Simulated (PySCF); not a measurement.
# Shifts of the heteroatoms

Bonds (- single, = double, # triple, : aromatic): O1=C2, C2-O3, C2-C4, C4-C5, C5-F6, C5-F7, C4-C8, C8-C9, C9-Si10, Si10-C4. O3 carries H11; C5 carries H12; C8 carries H13, H14; C9 carries H15, H16; Si10 carries H17, H18. Stereochemistry as in O=C(O)[C@]1(C(F)F)CC[SiH2]1. H13, H16, H17 are pro-R; H14, H15, H18 are pro-S.

[PySCF 2.14.0 with density-fitted response routines: GFN2-xTB structure; σ from GIAO-PBE0/pcSseg-1; in vacuum; a single conformation; non-relativistic Hamiltonian]

Question: What are the ¹⁹F shifts?

Answer: 
| atoms | environment | σ (ppm) | δ (ppm) |
| --- | --- | --- | --- |
| F6 | fluorine of a CF2 group | 308.3 | -117.6 |
| F7 | fluorine of a CF2 group | 317.2 | -125.6 |

Shieldings were converted by a linear fit to measured shifts: ¹⁹F: δ = 146.13 − 0.903σ +14.6 on sp3 carbon (rms 6.0 ppm, 223 shifts, 7.0 ppm with the 5 outliers that the fit left out vs CFCl3, solution or neat liquid). Occasional misses reach two or three times the rms, and more in compound classes unlike the fitted ones.

On a 600 MHz spectrometer ¹⁹F resonates near 564.6 MHz, so 1 ppm is 564.6 Hz.

Question: What are the ²⁹Si shifts?

Answer: 
| atoms | environment | σ (ppm) | δ (ppm) |
| --- | --- | --- | --- |
| Si10 | silicon bonded to 2 C, 2 H, in a 4-membered ring | 366.8 | -21.5 |

Shieldings were converted by a linear fit to measured shifts: ²⁹Si: δ = 279.94 − 0.822σ (rms 8.9 ppm, 72 shifts, 25.8 ppm with the 6 outliers that the fit left out vs TMS, solution or neat liquid). A few per cent of atoms miss by over 2 rms, more outside the fitted compound classes.

On a 300 MHz spectrometer ²⁹Si resonates near 59.6 MHz, so 1 ppm is 59.6 Hz.

Question: Predict the ¹⁷O NMR data.

Answer: 
```csv
atoms,environment,σ (ppm),δ (ppm)
O1,carbonyl oxygen,-76.2,336.1
O3,acid hydroxyl oxygen,125.0,152.8
```

Shieldings were converted by a linear fit to measured shifts: ¹⁷O: δ = 266.70 − 0.911σ (rms 10.7 ppm, 155 shifts, 12.2 ppm with the 3 outliers that the fit left out vs liquid water, solution or neat liquid). Occasional misses reach two or three times the rms, and more in compound classes unlike the fitted ones.

On a 400 MHz spectrometer ¹⁷O resonates near 54.2 MHz, so 1 ppm is 54.2 Hz.

In solution the two oxygens of a carboxylic acid exchange roles by proton transfer and give one 17O line. Hydrogen bonding in solution shields acid and N–H amide carbonyl oxygens by tens of ppm.
